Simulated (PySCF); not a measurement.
**SnPhMe3 in a uniform electric field**

SnPhMe3, C9H14Sn.
Cartesian coordinates in Å at the PBE0-D3(BJ)/def2-SVP level; atoms count from 1:
```xyz
24
C9H14Sn angstrom
Sn    -0.0060   -0.0082   -1.3469
C     -0.0006   -0.0034    0.8052
C      1.0510    0.5837    1.5223
C      1.0509    0.5971    2.9175
C     -0.0054    0.0197    3.6211
C     -1.0583   -0.5710    2.9240
C     -1.0527   -0.5813    1.5289
H      1.8934    1.0378    0.9905
H      1.8807    1.0592    3.4587
H     -0.0070    0.0282    4.7141
H     -1.8879   -1.0281    3.4700
H     -1.8871   -1.0553    1.0022
C      2.0346    0.0059   -2.0339
H      2.0669   -0.1269   -3.1250
H      2.6046   -0.8073   -1.5618
H      2.5164    0.9633   -1.7870
C     -1.0269    1.7452   -2.0717
H     -2.0363    1.7994   -1.6392
H     -1.1126    1.7146   -3.1677
H     -0.4745    2.6516   -1.7852
C     -1.0377   -1.7726   -2.0265
H     -2.1039   -1.7209   -1.7622
H     -0.6040   -2.6724   -1.5675
H     -0.9554   -1.8586   -3.1198
```

Level: B3LYP/def2-SVPD (PySCF); nuclei fixed, core orbitals frozen in the response. Permanent dipole (0.020, -0.033, -0.204) D (1 au = 2.5417 D). Static polarisability (au):

```
x   141.35  14.16   0.38
y    14.16 123.63  -0.31
z     0.38  -0.31 179.50
```

Only the terms in μ and α are kept: μ(F) = μ + αF and ΔE = −μ·F − ½ F·αF.

(1) Apply 0.008 au along ±x, ±y and ±z in turn. Tabulate induced and total dipoles and both energy terms.

(2) For the field (-0.0064, 0.0024, -0.0056) au, what is the induced dipole, and what angle does it make with the field?

(3) At what field along the permanent dipole would the induced dipole along it equal the permanent one, in this linear picture?

(4) What field makes μF equal to kT at 298 K?

(5) A unit point charge sits 20 Å away. Estimate the induction energy −αe²/2R⁴ with the mean polarisability, treating the molecule as a point.

Results:

(1) 
```json
{"field along": "+x", "induced x (D)": "2.874", "induced y (D)": "0.288", "induced z (D)": "0.008", "total size (D)": "2.912", "−μ·F (kJ/mol)": "-0.165", "−½F·αF (kJ/mol)": "-11.876"}
{"field along": "−x", "induced x (D)": "-2.874", "induced y (D)": "-0.288", "induced z (D)": "-0.008", "total size (D)": "2.880", "−μ·F (kJ/mol)": "+0.165", "−½F·αF (kJ/mol)": "-11.876"}
{"field along": "+y", "induced x (D)": "0.288", "induced y (D)": "2.514", "induced z (D)": "-0.006", "total size (D)": "2.509", "−μ·F (kJ/mol)": "+0.273", "−½F·αF (kJ/mol)": "-10.387"}
{"field along": "−y", "induced x (D)": "-0.288", "induced y (D)": "-2.514", "induced z (D)": "0.006", "total size (D)": "2.569", "−μ·F (kJ/mol)": "-0.273", "−½F·αF (kJ/mol)": "-10.387"}
{"field along": "+z", "induced x (D)": "0.008", "induced y (D)": "-0.006", "induced z (D)": "3.650", "total size (D)": "3.446", "−μ·F (kJ/mol)": "+1.686", "−½F·αF (kJ/mol)": "-15.081"}
{"field along": "−z", "induced x (D)": "-0.008", "induced y (D)": "0.006", "induced z (D)": "-3.650", "total size (D)": "3.854", "−μ·F (kJ/mol)": "-1.686", "−½F·αF (kJ/mol)": "-15.081"}
```

(2) αF = (-2.218, 0.528, -2.563) D, at 10.4° to the field. The polarisability along this direction, F·αF/F², is 150.25 au, against a mean of 148.16 au.

(3) The polarisability along the dipole is 177.13 au, so F = 0.0817 au / 177.13 au = 0.0005 au = 0.02 V/Å; higher-order terms are ignored.

(4) kT = 0.9437 × 10⁻³ Eh, so F = 0.0116 au = 59.4 MV/cm.

(5) R = 37.79 bohr, so the energy is −148.2/(2 × 37.79⁴) Eh = -0.0953 kJ/mol. The charge–dipole term at its most favourable orientation, −μe/R², is -0.15 kJ/mol.

Isolated species at its PBE0-D3(BJ)/def2-SVP geometry (one conformer only). Atoms past krypton carry effective core potentials; spin–orbit coupling is left out.
